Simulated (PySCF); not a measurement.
Ge(H)(OH)2(NH2) (GeH₅NO₂), SMILES [NH2][GeH]([OH])[OH]. The structure is a stationary point at TPSSh-D3(BJ)/def2-SVP. The structure was generated by enumeration, and PubChem lists no compound with its InChIKey, so it may never have been made. The values are those of a single conformer.

Computed equilibrium geometry at TPSSh-D3(BJ)/def2-SVP (PySCF confirms it by a frequency run) as a Z-matrix (one conformer of several):
```
Ge
O 1 1.7818
H 2 0.9708 1 109.48
O 1 1.7850 2 102.95 3 0.78
H 4 0.9701 1 110.02 2 -141.16
N 1 1.8287 2 113.40 3 -115.71
H 6 1.0202 1 114.58 2 -97.05
H 6 1.0207 7 108.58 1 -129.41
H 1 1.5338 2 110.26 3 121.57
```
Charge 0, spin multiplicity 1.
